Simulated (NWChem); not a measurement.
System: CH4CdS; SMILES [CH3][Cd][SH]

```xyz
7

Cd     0.0096    -0.2720    -0.0001
C      0.0040    -2.3792     0.0005
H     -0.6563    -2.7586    -0.7930
H     -0.3508    -2.7603     0.9691
H      1.0201    -2.7615    -0.1771
S      0.0500     2.0884     0.0001
H     -1.2978     2.1981     0.0000
```
Atoms are numbered in this order, from 1.

Results from NWChem. Structure relaxed at the PBE0/def2-SVP level. def2 effective core potentials on Cd; no spin-orbit coupling. Ions are spin-unrestricted doublets at the neutral geometry; other ion states weren't tried. Functional: LC-ωPBE (HJS hole) with def2-SVP; rows give the range parameter ω in 1/bohr.

```csv
range parameter (1/bohr),"vertical ionisation energy, ΔSCF (eV)",−ε(HOMO) (eV),ΔSCF minus −ε(HOMO) (eV)
0.05,9.06,6.30,2.76
0.10,9.08,7.01,2.07
0.20,?,?,?
0.50,10.00,9.85,0.15
0.80,10.00,10.32,-0.32
```

Q: Complete the blanks.

A: 
- 0.20, vertical ionisation energy, ΔSCF (eV): 9.63
- 0.20, −ε(HOMO) (eV): 8.15
- 0.20, ΔSCF minus −ε(HOMO) (eV): 1.48
